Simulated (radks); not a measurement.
The numbers below are computed, except where a source is named.
Removal energies from the magnesium ion Mg+, [Ne] 3s1, by Delta-SCF beside the eigenvalue of the level emptied. Code: a radial shooting solver on a logarithmic mesh with Libxc functionals. Model: Dirac Kohn-Sham, relativistic LDA (MacDonald-Vosko exchange, VWN5 correlation), spin-unpolarised, spherical densities, finite nucleus; Fermi nuclear charge, rms radius of each element as measured or else 0.836 A^(1/3) + 0.57 fm. Sub-shells are occupied by j as written (lower j first in brackets).

removed from,final configuration,Delta-SCF (eV),-eigenvalue (eV)
3s1/2,[Ne],15.037,11.517
2p3/2,"[He] 2s2 2p(1/2: 2, 3/2: 3) 3s1",69.031,55.724
2p1/2,"[He] 2s2 2p(1/2: 1, 3/2: 4) 3s1",69.352,56.013
2s1/2,[He] 2s1 2p6 3s1,101.33,88.337
